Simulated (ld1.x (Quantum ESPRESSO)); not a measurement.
## Configuration tests for Se (Z = 34) (PAW)

- Element: Se (Z = 34)
- Generator: ld1.x (Quantum ESPRESSO) 7.5
- Type: PAW
- Functional: BLYP
- Relativity: fully relativistic
- Frozen core: [Ne] 3s2
- Valence charge: 22
- Reference configuration: 3p6 3d10 4s2 4p4
- Partial waves: 4s (bound): rcut 1.40, rcutus 1.70 bohr; 4s channel at 0.45 Ry: rcut 1.40, rcutus 1.70 bohr; 3p (bound): rcut 1.00, rcutus 1.05 bohr; 4p (bound): rcut 1.00, rcutus 1.05 bohr; 3d (bound): rcut 1.10, rcutus 1.20 bohr; 3d channel at -3.4 Ry: rcut 1.10, rcutus 1.20 bohr; 4f channel at -0.2 Ry: rc 1.40 bohr
- Local potential: the f channel
- Core correction: Bessel-smoothed model core inside 0.85 bohr
- Augmentation charge: PSQ, inside the norm-conserving radii

Open shells are filled in proportion to 2j + 1 (rel_dist='average').

Energies are relative to the spin-unpolarised reference configuration 3p6 3d10 4s2 4p4; without spin polarisation the order of configurations can differ from experiment. Not all tests gave a result: test run stopped at test 6 of 7 (negative rho). The f channel is local and has no spin–orbit splitting in the pseudo-atom.

```csv
valence configuration,charge,ΔE all-electron (eV),error AE − PS (meV)
3p6 3d10 4s2 4p1,+3,61.781,+45
3p6 3d10 4s2 4p3.5,+0.5,4.240,+0.3
3p6 3d10 4s1 4p4,+1,22.284,+2.1
```

(1) What are ΔE and the potential's error for 3p6 3d10 4s2 4p3?

(2) What are ΔE and the potential's error for 3p6 3d10 4s2 4p2?

The ghost test of this file was not conclusive.

Answers

(1) ΔE = 10.709 eV all-electron; the error (AE − PS) is +1.6 meV.

(2) ΔE = 30.950 eV all-electron; the error (AE − PS) is +12 meV.
